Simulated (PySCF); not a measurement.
The isolated species `C#CB(N)C1CCCC1` is ionised with Al Kα (hν = 1486.6 eV). Calculated photoelectron kinetic energies of its computed core levels, recoil neglected:

| line | kinetic energy (eV) |
| --- | --- |
| 1 | 1291.10 |
| 2 | 1197.07 |
| 3 | 1196.67 |
| 4 | 1196.63 |
| 5 | 1196.58 |
| 6 | 1196.55 |
| 7 | 1081.62 |

Level of theory: PySCF 2.14.0, delta-SCF UKS SCAN, pcX-2 on the ionised atom, pcseg-1 elsewhere, spin-free X2C.

Problem. Which element, shell and site does each line come from? Numbering: `[CH:1]#[C:2][B:3]([NH2:4])[CH:5]1[CH2:6][CH2:7][CH2:8][CH2:9]1`.

Solution. Against the vacuum level, binding energy = hν − kinetic energy.

```tsv
line	binding energy (eV)	level	atoms	environment
1	195.50	B 1s	B3	three-coordinate boron
2	289.53	C 1s	C5	sp3 carbon bound to boron
3	289.93	C 1s	C2	alkyne carbon
4	289.97	C 1s	C6/C9	ring CH2 carbon
5	290.02	C 1s	C1	terminal alkyne carbon
6	290.05	C 1s	C7/C8	ring CH2 carbon
7	404.98	N 1s	N4	boron-bound nitrogen
```

Problem. Where does line 5 move with hν = 1253.6 eV?

Solution. To 1253.6 − 290.02 = 963.58 eV; every photoline shifts by the change in photon energy, -233.0 eV.

The listed C 1s values span 0.52 eV, from C5 (bonded to 2 C, H and B) to C7/C8 (bonded to 2 C and 2 H). Summing the Pauling electronegativity differences to the bonded atoms, each weighted by its formal bond order, gives -0.86 for the lowest site and -0.70 for the highest; the largest sum, -0.35, belongs to C1, 0.03 eV below the top. The values 289.93, 289.97, 290.02 and 290.05 eV lie too close for their order to be trusted.

Problem. Which effective nuclear charge Zeff reproduces each element's mean 1s value in the hydrogen-like formula E = 13.606 eV × Zeff²?

Solution. B (Z = 5): mean 195.5 eV, Zeff = 3.79, Z − Zeff = 1.21; C (Z = 6): mean 289.9 eV, Zeff = 4.62, Z − Zeff = 1.38; N (Z = 7): mean 405.0 eV, Zeff = 5.46, Z − Zeff = 1.54. Means run over the listed sites, weighted by atom count.

Other core shells, valence and Auger electrons aren't listed. One atom of each set of topologically equivalent atoms was ionised and stands for the set; in this conformer not all members are related by symmetry, and their own values weren't computed. Spin contamination (⟨S²⟩ against 0.75 for a pure doublet) is marked for C 1s of C2 (0.87), which makes this value less certain. Geometry: PBE0-D3(BJ)/def2-SVP, one conformer, isolated molecule.
